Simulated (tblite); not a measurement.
Record of a relaxation.

Compound: C₅H₁₀F₂SeSi.
SMILES with atom numbers: `[F:1][CH:2]([F:3])[C@H:4]1[CH2:5][CH2:6][CH2:7][SiH2:8][Se:9]1` (hydrogens: H10 on C2; H11 on C4; H12, H13 on C5; H14, H15 on C6; H16, H17 on C7; H18, H19 on Si8)

Computed with GFN2-xTB (tblite), gas phase: L-BFGS steps from a force-field or distance-geometry start until the largest atomic force falls under 0.01 eV/Å. 7 of its 134 geometries are shown.

Step 0: E = -821.3450 eV, largest atomic force 1.629 eV/Å
```
atom  x, y, z in Å  |  force x, y, z in eV/Å
F1      3.385   -0.959   -0.271   -0.992   0.994   0.550
C2      2.633    0.204   -0.087    1.263   0.625   0.022
F3      2.627    0.557    1.254    0.032  -0.815  -1.197
C4      1.252    0.137   -0.680   -0.087  -1.086   0.561
C5      0.403   -0.983   -0.094   -0.516  -0.807  -0.889
C6     -1.003   -0.855   -0.710    0.008   0.658  -0.654
C7     -1.986   -0.347    0.316   -0.657  -1.033   1.074
Si8    -1.709    1.504    0.423   -0.587   0.398   0.461
Se9     0.400    1.867   -0.361    0.251   1.174  -0.067
H10     3.192    1.006   -0.631    0.031  -0.278   0.449
H11     1.366   -0.014   -1.766   -0.053   0.099   0.223
H12     0.784   -1.953   -0.488    0.243   0.495   0.754
H13     0.324   -0.970    1.011    0.438  -0.014  -0.654
H14    -1.331   -1.769   -1.204    0.042  -0.027   0.125
H15    -0.934   -0.033   -1.486   -0.224  -1.163   0.148
H16    -3.036   -0.597    0.055    0.635   0.164   0.078
H17    -1.794   -0.838    1.317   -0.297   0.352  -1.003
H18    -1.844    1.898    1.825    0.121   0.200   0.000
H19    -2.739    2.155   -0.414    0.348   0.064   0.017
```

Step 22: E = -821.9649 eV, largest atomic force 0.166 eV/Å
```
atom  x, y, z in Å  |  force x, y, z in eV/Å
F1      3.230   -0.936   -0.304    0.007   0.039  -0.010
C2      2.591    0.243   -0.079    0.074   0.011  -0.029
F3      2.519    0.374    1.267    0.002  -0.033  -0.096
C4      1.207    0.239   -0.704    0.009   0.071   0.059
C5      0.401   -0.944   -0.195    0.070  -0.034  -0.016
C6     -1.035   -1.002   -0.714    0.020   0.007  -0.008
C7     -1.989   -0.349    0.280   -0.076  -0.032   0.037
Si8    -1.652    1.515    0.489    0.076   0.085  -0.035
Se9     0.455    2.049   -0.295   -0.131  -0.102   0.001
H10     3.232    1.050   -0.470   -0.008  -0.006   0.069
H11     1.321    0.195   -1.794   -0.013  -0.003   0.056
H12     0.940   -1.839   -0.511    0.050  -0.064  -0.018
H13     0.398   -0.935    0.898    0.002   0.021   0.001
H14    -1.312   -2.047   -0.865   -0.072  -0.005   0.024
H15    -1.104   -0.502   -1.684    0.023  -0.015   0.004
H16    -3.017   -0.487   -0.049   -0.068   0.034  -0.091
H17    -1.914   -0.879    1.231    0.050   0.071   0.047
H18    -1.726    1.976    1.875    0.014  -0.062   0.023
H19    -2.554    2.287   -0.367   -0.027   0.017  -0.018
```

Step 44: E = -821.9848 eV, largest atomic force 0.034 eV/Å
```
atom  x, y, z in Å  |  force x, y, z in eV/Å
F1      3.284   -0.868   -0.413    0.018  -0.020  -0.021
C2      2.597    0.256   -0.082    0.019  -0.009   0.000
F3      2.545    0.273    1.268   -0.022  -0.001   0.009
C4      1.204    0.231   -0.690   -0.014   0.017  -0.003
C5      0.411   -0.961   -0.177   -0.005  -0.009   0.005
C6     -1.028   -1.028   -0.692   -0.008   0.014   0.007
C7     -2.004   -0.320    0.244   -0.009   0.002   0.020
Si8    -1.661    1.542    0.472   -0.011   0.001   0.011
Se9     0.427    2.039   -0.333    0.028   0.005  -0.014
H10     3.195    1.121   -0.408   -0.003   0.021  -0.001
H11     1.319    0.169   -1.777   -0.005   0.017  -0.014
H12     0.956   -1.851   -0.506    0.012  -0.016   0.015
H13     0.415   -0.960    0.915   -0.021   0.022   0.015
H14    -1.322   -2.077   -0.777   -0.005   0.006  -0.008
H15    -1.082   -0.589   -1.691    0.012  -0.002  -0.004
H16    -3.020   -0.450   -0.129    0.009  -0.003  -0.010
H17    -1.968   -0.810    1.218   -0.020  -0.017   0.001
H18    -1.708    1.919    1.885    0.021  -0.006   0.003
H19    -2.569    2.373   -0.321    0.003  -0.022  -0.009
```

Step 66: E = -821.9897 eV, largest atomic force 0.020 eV/Å
```
atom  x, y, z in Å  |  force x, y, z in eV/Å
F1      3.308   -0.829   -0.501    0.011  -0.004   0.006
C2      2.603    0.259   -0.096   -0.005  -0.009  -0.010
F3      2.572    0.199    1.254   -0.010   0.016  -0.007
C4      1.202    0.229   -0.688    0.008  -0.016  -0.001
C5      0.404   -0.943   -0.138   -0.001   0.004   0.000
C6     -1.023   -1.032   -0.685    0.003  -0.005  -0.005
C7     -2.024   -0.322    0.223   -0.002  -0.006  -0.011
Si8    -1.650    1.531    0.480    0.001  -0.007  -0.001
Se9     0.418    2.039   -0.378    0.005   0.008  -0.001
H10     3.175    1.155   -0.382   -0.007  -0.008  -0.002
H11     1.312    0.139   -1.775   -0.007   0.007   0.005
H12     0.959   -1.847   -0.406   -0.001   0.004   0.019
H13     0.374   -0.882    0.953    0.013  -0.007  -0.005
H14    -1.307   -2.082   -0.775   -0.003  -0.006   0.010
H15    -1.057   -0.601   -1.689    0.001   0.014  -0.005
H16    -3.026   -0.427   -0.193   -0.007  -0.001  -0.019
H17    -2.039   -0.829    1.189    0.006   0.001   0.005
H18    -1.642    1.881    1.901   -0.001   0.002   0.007
H19    -2.570    2.371   -0.286   -0.007   0.011   0.013
```

Step 89: E = -821.9943 eV, largest atomic force 0.046 eV/Å
```
atom  x, y, z in Å  |  force x, y, z in eV/Å
F1      3.296   -0.844   -0.457    0.003  -0.003   0.008
C2      2.601    0.275   -0.122    0.029   0.003   0.023
F3      2.582    0.311    1.229   -0.006  -0.006   0.012
C4      1.197    0.218   -0.695   -0.015   0.026   0.007
C5      0.400   -0.929   -0.096   -0.031  -0.008  -0.017
C6     -1.008   -1.047   -0.686   -0.037  -0.004  -0.027
C7     -2.049   -0.318    0.162   -0.009  -0.028   0.020
Si8    -1.625    1.509    0.519   -0.013   0.011  -0.009
Se9     0.401    2.033   -0.430    0.001  -0.021  -0.016
H10     3.177    1.144   -0.474   -0.001   0.011  -0.005
H11     1.292    0.092   -1.778   -0.001   0.002  -0.007
H12     0.966   -1.843   -0.296   -0.005  -0.001  -0.005
H13     0.339   -0.811    0.989    0.015   0.008   0.003
H14    -1.287   -2.101   -0.757    0.008   0.008   0.008
H15    -1.009   -0.643   -1.702    0.001   0.003   0.003
H16    -3.021   -0.373   -0.332    0.041  -0.006   0.001
H17    -2.156   -0.848    1.109   -0.009   0.009   0.001
H18    -1.545    1.759    1.960    0.022   0.000  -0.017
H19    -2.561    2.424   -0.135    0.008  -0.003   0.017
```

Step 111: E = -822.0094 eV, largest atomic force 0.063 eV/Å
```
atom  x, y, z in Å  |  force x, y, z in eV/Å
F1      3.281   -0.802   -0.197   -0.024   0.002  -0.042
C2      2.549    0.335   -0.067   -0.054   0.031  -0.011
F3      2.414    0.532    1.263   -0.028   0.031   0.037
C4      1.196    0.187   -0.745   -0.008  -0.014  -0.020
C5      0.387   -0.946   -0.131    0.010  -0.009   0.007
C6     -1.028   -1.058   -0.707    0.000   0.004   0.026
C7     -2.066   -0.313    0.135    0.019   0.013   0.014
Si8    -1.543    1.475    0.563    0.032  -0.029  -0.001
Se9     0.300    1.972   -0.719    0.026   0.017  -0.008
H10     3.146    1.165   -0.477   -0.013   0.008   0.019
H11     1.380   -0.015   -1.805    0.026  -0.010  -0.020
H12     0.946   -1.864   -0.334   -0.019  -0.028   0.030
H13     0.344   -0.819    0.954   -0.033   0.001  -0.010
H14    -1.310   -2.111   -0.769   -0.015  -0.008  -0.013
H15    -1.025   -0.659   -1.726   -0.020   0.005   0.001
H16    -3.018   -0.296   -0.399    0.047  -0.011  -0.013
H17    -2.246   -0.871    1.055    0.049   0.019   0.007
H18    -1.164    1.651    1.967   -0.025  -0.044  -0.003
H19    -2.551    2.447    0.146    0.030   0.022  -0.001
```

Step 133: E = -822.0251 eV, largest atomic force 0.008 eV/Å
```
atom  x, y, z in Å  |  force x, y, z in eV/Å
F1      3.232   -0.696    0.054    0.002  -0.005   0.002
C2      2.444    0.409    0.008   -0.001   0.001  -0.002
F3      2.135    0.698    1.295    0.000  -0.002   0.002
C4      1.190    0.148   -0.806    0.000   0.003  -0.002
C5      0.376   -0.997   -0.211    0.000   0.001   0.000
C6     -1.059   -1.069   -0.741   -0.001   0.000  -0.002
C7     -2.031   -0.309    0.161    0.003   0.001   0.000
Si8    -1.423    1.458    0.565   -0.005   0.003   0.006
Se9     0.235    1.893   -0.960    0.001   0.000  -0.001
H10     3.051    1.238   -0.386   -0.002   0.003  -0.002
H11     1.498   -0.092   -1.829    0.000  -0.002   0.002
H12     0.912   -1.921   -0.443    0.004   0.001   0.000
H13     0.352   -0.897    0.877    0.000  -0.001   0.002
H14    -1.371   -2.113   -0.809   -0.002  -0.002  -0.001
H15    -1.087   -0.652   -1.751   -0.002   0.001  -0.003
H16    -3.009   -0.269   -0.319    0.001  -0.004  -0.004
H17    -2.163   -0.867    1.089    0.000   0.003   0.004
H18    -0.866    1.562    1.913    0.001  -0.001   0.000
H19    -2.425    2.486    0.299    0.002   0.000  -0.001
```

Problem. Summarise the path.

Solution. The energy falls by 0.6801 eV from step 0 to step 133; nine tenths of that is first reached at step 20. It falls at every step. The largest force goes from 1.629 to 0.008 eV/Å. Among the bonds C7–H17 changes most (a near tie, within 0.001 Å, with another), from 1.131 to 1.091 Å; the atoms move by 0.478 Å rms after alignment.

What follows is the cost of the whole relaxation. Hardware: Arm Neoverse V2, one thread, no GPU, shared host with 32 logical CPUs at a one-minute load of 12. Cost: 1.0 s of wall time.
